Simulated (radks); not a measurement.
Spherical jellium clusters: N electrons in a uniform positive sphere of charge N and radius rs N^(1/3), rs = 2.61 bohr. Method: non-relativistic Kohn-Sham, LDA (Slater exchange, Perdew-Wang correlation), spin-polarised, spherical densities; computed with a radial shooting solver with Libxc functionals. Levels are named by radial order and angular momentum (1s, 1p, 1d, 2s, ...), and open shells are averaged over m.

N = 25, configuration 1s2 1p6 1d10 2s2 1f(up 5, down 0). This is the lowest configuration that the search found. Occupied and some empty levels:

level,occupation,eigenvalue (eV),<r> (bohr)
1s up,1,-9.1069,4.608
1s down,1,-8.8447,4.439
1p up,3,-7.4487,5.557
1p down,3,-7.0602,5.467
1d up,5,-5.4322,6.267
1d down,5,-4.9789,6.241
2s up,1,-4.6548,5.426
2s down,1,-4.3874,5.518
1f up,5,-3.1596,6.954
1f down,0,-2.6909,7.000
2p up,0,-2.3244,6.995
2p down,0,-2.0747,7.124
1g up,0,-0.77281,7.876
2d up,0,-0.52283,9.883
1g down,0,-0.34834,8.122
2d down,0,-0.34596,10.50

Energy (eV): total -31.1299, kinetic 94.714, external -2602.1, Hartree 1269.0, exchange-correlation -129.86, background 1337.1.
